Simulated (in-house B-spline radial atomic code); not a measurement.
RPA and G0W0 on LDA VWN5: Fe3+

Configuration [Ar] 3d5, highest spin, mean-field start LDA VWN5. Computed with an all-electron radial atomic-structure program (B-spline basis): all electrons, non-relativistic, point nucleus, each spin shell either full or empty, empty states to l = 9 with an (l + 1/2)⁻⁴ tail; G0W0 by contour deformation at full frequency.

Command:
```bash
python run_gw.py task.json out
```
Settings (radii: box in bohr, nucleus in fm):
```
Z                        26
electrons                23
configuration            [Ar] 3d5
hamiltonian              nr
method                   lda,vwn
lmax                     9
spin_polarised           True
box_radius               14.14
intervals                50
```

Time taken, with all properties: 2.9 s on 1 thread of Arm Neoverse N1 (shared host).

Energies (hartree):

```tsv
term	value
mean-field total	-1259.13732
Hartree-Fock functional on these orbitals	-1260.58929
direct second order	-1.8054
second-order exchange	0.59179
SOSEX correction	0.54058
```

(1) What is the RPA correlation energy, and what remains with SOSEX?

Quasi-particle levels (eV):

```
  level  occupied  mean field  Σx - vxc     Σc  QP weight     G0W0
  3d up       yes      -45.65    -11.24      ?          ?        ?
3p down       yes      -92.74    -11.54   1.71      0.901  -102.58
3d down        no      -40.30     14.36  -5.87      0.924   -31.81
```

G0W0 = mean field + (Σx - vxc) + Σc, with Σc (partial-wave tail included) taken at the quasi-particle energy. Only the outer levels were computed. Levels of low weight are left out.

(2) Where does G0W0 put 3d up?

Answers

(1) RPA gives -1.5691 hartree (-1.86 eV per electron); RPA + SOSEX gives -1.0286, and the second-order doubles -1.2136 hartree (no singles). SOSEX takes back 34 % of the RPA value.

(2) At -55.16 eV, with Σc = 1.72 eV and a quasi-particle weight of 0.919. The tabulated removal energy is 54.91 ± 0.04 eV (NIST, measured); the calculation leaves out relativity, Breit and QED terms, and what these don't explain is the method's own error.
